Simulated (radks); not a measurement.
The numbers below are computed, except where a source is named.
Sn+, configuration [Kr] 4d10 5s2 5p1.

Code: a radial shooting solver on a logarithmic mesh with Libxc functionals. Model: non-relativistic Kohn-Sham, LDA (Slater exchange, Perdew-Wang correlation), spin-polarised, spherical densities, point nucleus; open shells are filled with parallel spins first (spin-orbit coupling, left out, can overturn this in heavy ions); relativity is left out, which matters for an element this heavy.

Energy parts (hartree):
| part | energy |
|---|---|
| total | -6019.67645 |
| kinetic | 6016.27493 |
| electron-nucleus | -14304.26271 |
| Hartree | 2423.76241 |
| exchange-correlation | -155.45109 |

Orbitals (lengths in bohr, moments of r in powers of bohr; r(90%) holds 90 % of the orbital's charge):
\begin{tabular}{lrrrr}
orbital & occ. & eigenvalue (hartree) & <r^2> & r(90%) \\ \hline
1s up & 1 & -1027.058 & 0.001240 & 0.0541 \\
1s down & 1 & -1027.057 & 0.001240 & 0.0541 \\
2s up & 1 & -151.8180 & 0.02032 & 0.202 \\
2s down & 1 & -151.8177 & 0.02032 & 0.202 \\
2p up & 3 & -142.1155 & 0.01529 & 0.182 \\
2p down & 3 & -142.1149 & 0.01529 & 0.182 \\
3s up & 1 & -29.41980 & 0.1424 & 0.518 \\
3s down & 1 & -29.41910 & 0.1424 & 0.518 \\
3p up & 3 & -25.41180 & 0.1371 & 0.516 \\
3p down & 3 & -25.41104 & 0.1371 & 0.516 \\
3d up & 5 & -17.95109 & 0.1176 & 0.496 \\
3d down & 5 & -17.95041 & 0.1176 & 0.496 \\
4s up & 1 & -4.84002 & 0.8161 & 1.23 \\
4s down & 1 & -4.83848 & 0.8158 & 1.23 \\
4p up & 3 & -3.50576 & 0.9244 & 1.32 \\
4p down & 3 & -3.50394 & 0.9234 & 1.32 \\
4d up & 5 & -1.29877 & 1.411 & 1.70 \\
4d down & 5 & -1.29481 & 1.400 & 1.69 \\
5s up & 1 & -0.64487 & 6.437 & 3.49 \\
5s down & 1 & -0.62161 & 6.418 & 3.49 \\
5p up & 1 & -0.39787 & 9.515 & 4.29 \\
5p down & 0 & -0.37372 & 9.684 & 4.35 \\
\end{tabular}

The highest occupied level is 5p up at -10.826 eV. The spin density at the nucleus is -0.3289 e/bohr^3 (1s -0.0290, 2s 0.0069, 3s -0.0018, 4s -0.0153, 5s -0.2899). The electron density at the nucleus is 8.777e+04 e/bohr^3. The density falls to 0.001 e/bohr^3 at r = 4.26 bohr.
